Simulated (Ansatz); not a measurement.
Born–Oppenheimer molecular dynamics of F3H3SSi (8 atoms, charge 0, multiplicity 1). It starts from a rough guess of a transition structure, not a stationary point.

These are results of UKS PBE-D4/STO-3G (Ansatz 0.2.0), not measurements.

```yaml
ensemble: NVE (velocity Verlet)
time_step: 0.5 fs
steps_asked: 150
starting_velocities_drawn_for: 100 K
seed: 654007
```

Frames 0.5 fs apart, positions in Å, forces in eV/Å.

Velocities at 25 fs (Å/ps):

```
Si 2.57 2.44 -0.05
H 2.69 -49.76 22.45
F 6.17 -1.14 9.21
F 8.49 -8.74 -2.77
F 5.33 2.25 -0.56
H -115.80 -93.25 59.57
S -9.89 6.57 -5.45
H -20.89 9.75 -18.26
```

```xyz
8
Properties=species:S:1:pos:R:3:forces:R:3 time_fs=25 energy_less_start_eV=-2.095 T=2775
Si -0.384 0.469 -0.351 -4.57 1.15 -1.73
H -1.633 -2.939 1.680 -1.70 -1.71 1.13
F -1.348 -0.246 -1.661 1.72 0.82 2.26
F -1.634 1.030 0.722 1.74 -0.92 -1.24
F 0.157 1.910 -1.114 -0.19 -1.45 0.86
H -1.198 -2.498 1.389 1.71 1.72 -1.14
S 1.344 -0.445 0.489 -0.63 -0.16 -0.08
H 1.658 0.685 -0.190 1.91 0.56 -0.07
8
Properties=species:S:1:pos:R:3:forces:R:3 time_fs=25.5 energy_less_start_eV=-1.869 T=2507
Si -0.383 0.470 -0.351 -4.59 1.15 -1.76
H -1.634 -2.966 1.692 -3.97 -4.41 2.86
F -1.345 -0.247 -1.656 1.69 0.80 2.20
F -1.630 1.026 0.721 1.67 -0.88 -1.18
F 0.160 1.911 -1.115 -0.19 -1.45 0.87
H -1.253 -2.542 1.417 3.98 4.42 -2.87
S 1.339 -0.442 0.486 -0.49 -0.11 -0.10
H 1.650 0.691 -0.199 1.91 0.47 -0.02
8
Properties=species:S:1:pos:R:3:forces:R:3 time_fs=26 energy_less_start_eV=-1.746 T=2369
Si -0.382 0.472 -0.351 -4.58 1.16 -1.80
H -1.644 -3.003 1.712 -4.73 -5.86 3.75
F -1.341 -0.247 -1.651 1.65 0.78 2.13
F -1.625 1.021 0.719 1.58 -0.83 -1.11
F 0.163 1.911 -1.115 -0.19 -1.45 0.86
H -1.300 -2.576 1.439 4.74 5.87 -3.75
S 1.334 -0.438 0.484 -0.34 -0.01 -0.15
H 1.646 0.697 -0.208 1.86 0.32 0.07
8
Properties=species:S:1:pos:R:3:forces:R:3 time_fs=26.5 energy_less_start_eV=-1.942 T=2598
Si -0.382 0.473 -0.351 -4.52 1.17 -1.83
H -1.666 -3.055 1.740 -3.32 -4.59 2.89
F -1.338 -0.247 -1.646 1.60 0.76 2.06
F -1.621 1.016 0.717 1.49 -0.77 -1.04
F 0.165 1.912 -1.115 -0.19 -1.44 0.86
H -1.335 -2.596 1.451 3.32 4.60 -2.90
S 1.329 -0.435 0.481 -0.17 0.13 -0.21
H 1.647 0.705 -0.217 1.78 0.14 0.17
8
Properties=species:S:1:pos:R:3:forces:R:3 time_fs=27 energy_less_start_eV=-2.213 T=2927
Si -0.382 0.475 -0.352 -4.43 1.19 -1.86
H -1.695 -3.117 1.776 -1.16 -1.78 1.11
F -1.334 -0.248 -1.641 1.54 0.73 1.98
F -1.616 1.012 0.715 1.39 -0.72 -0.96
F 0.168 1.913 -1.115 -0.19 -1.42 0.85
H -1.362 -2.605 1.457 1.17 1.80 -1.12
S 1.324 -0.432 0.478 0.00 0.28 -0.29
H 1.652 0.712 -0.226 1.67 -0.07 0.29
8
Properties=species:S:1:pos:R:3:forces:R:3 time_fs=27.5 energy_less_start_eV=-2.299 T=3043
Si -0.382 0.476 -0.353 -4.30 1.21 -1.89
H -1.727 -3.184 1.814 0.42 0.72 -0.44
F -1.330 -0.248 -1.635 1.48 0.69 1.88
F -1.611 1.007 0.713 1.27 -0.65 -0.87
F 0.170 1.913 -1.114 -0.19 -1.41 0.84
H -1.386 -2.610 1.460 -0.42 -0.71 0.44
S 1.319 -0.429 0.475 0.19 0.43 -0.37
H 1.661 0.720 -0.234 1.53 -0.29 0.41
8
Properties=species:S:1:pos:R:3:forces:R:3 time_fs=28 energy_less_start_eV=-2.219 T=2951
Si -0.383 0.478 -0.354 -4.12 1.24 -1.91
H -1.759 -3.249 1.851 1.27 2.32 -1.42
F -1.326 -0.248 -1.629 1.40 0.65 1.78
F -1.605 1.002 0.711 1.15 -0.59 -0.77
F 0.173 1.913 -1.114 -0.19 -1.38 0.82
H -1.411 -2.616 1.464 -1.26 -2.31 1.41
S 1.314 -0.425 0.473 0.38 0.58 -0.45
H 1.674 0.727 -0.241 1.38 -0.50 0.53
8
Properties=species:S:1:pos:R:3:forces:R:3 time_fs=28.5 energy_less_start_eV=-2.094 T=2798
Si -0.384 0.480 -0.355 -3.92 1.26 -1.93
H -1.787 -3.309 1.884 1.63 3.19 -1.93
F -1.321 -0.248 -1.622 1.32 0.59 1.66
F -1.600 0.997 0.709 1.01 -0.52 -0.66
F 0.175 1.913 -1.114 -0.20 -1.35 0.80
H -1.440 -2.628 1.471 -1.62 -3.17 1.92
S 1.309 -0.422 0.470 0.57 0.70 -0.51
H 1.690 0.733 -0.247 1.21 -0.70 0.64
8
Properties=species:S:1:pos:R:3:forces:R:3 time_fs=29 energy_less_start_eV=-2.012 T=2696
Si -0.386 0.482 -0.356 -3.68 1.30 -1.95
H -1.811 -3.360 1.913 1.77 3.72 -2.24
F -1.317 -0.248 -1.616 1.23 0.53 1.53
F -1.594 0.992 0.707 0.86 -0.45 -0.53
F 0.178 1.913 -1.113 -0.21 -1.31 0.78
H -1.472 -2.647 1.483 -1.76 -3.71 2.24
S 1.304 -0.418 0.467 0.75 0.79 -0.55
H 1.709 0.737 -0.251 1.04 -0.87 0.73
8
Properties=species:S:1:pos:R:3:forces:R:3 time_fs=29.5 energy_less_start_eV=-2.022 T=2710
Si -0.388 0.484 -0.357 -3.40 1.34 -1.97
H -1.831 -3.403 1.937 1.73 3.88 -2.33
F -1.312 -0.247 -1.609 1.13 0.47 1.39
F -1.589 0.987 0.704 0.70 -0.38 -0.40
F 0.180 1.912 -1.113 -0.23 -1.27 0.75
H -1.508 -2.675 1.500 -1.72 -3.87 2.32
S 1.299 -0.415 0.464 0.93 0.84 -0.57
H 1.731 0.739 -0.253 0.86 -1.02 0.81
8
Properties=species:S:1:pos:R:3:forces:R:3 time_fs=30 energy_less_start_eV=-2.139 T=2859
Si -0.390 0.486 -0.359 -3.10 1.38 -1.98
H -1.847 -3.437 1.954 1.54 3.73 -2.22
F -1.307 -0.247 -1.602 1.01 0.39 1.24
F -1.583 0.982 0.702 0.53 -0.30 -0.26
F 0.183 1.912 -1.112 -0.25 -1.23 0.72
H -1.548 -2.713 1.523 -1.53 -3.71 2.21
S 1.294 -0.411 0.461 1.10 0.86 -0.57
H 1.754 0.738 -0.254 0.70 -1.13 0.86
8
Properties=species:S:1:pos:R:3:forces:R:3 time_fs=30.5 energy_less_start_eV=-2.339 T=3112
Si -0.392 0.489 -0.360 -2.77 1.42 -1.99
H -1.859 -3.462 1.967 1.20 3.16 -1.87
F -1.302 -0.247 -1.595 0.89 0.31 1.07
F -1.577 0.977 0.699 0.35 -0.22 -0.11
F 0.185 1.911 -1.111 -0.28 -1.17 0.68
H -1.593 -2.759 1.552 -1.20 -3.15 1.87
S 1.289 -0.408 0.458 1.26 0.84 -0.54
H 1.780 0.735 -0.252 0.54 -1.20 0.89
```

Of the whole run (75 fs, mean temperature of the second half 2587 K): The conserved energy stayed within 2.8 meV per atom of its start (net change -1.9 meV per atom), so there is no drift, though single steps change it by up to 24 meV in the whole system, a sign of fast motions only just resolved. The kinetic energy rose, since the run started high on the potential surface and went downhill. It ends in pieces (F3HSSi + H2), so much of that is their flight and rotation, not heat. A run of 0.075 ps of so small a system gives no equilibrium averages. The orbitals were unrestricted but ended closed-shell. Limits of this set-up: minimal basis.

Run time: 5.9 min on 1 thread of Arm Neoverse V1, with other jobs on the host, peak memory 0.11 GiB.
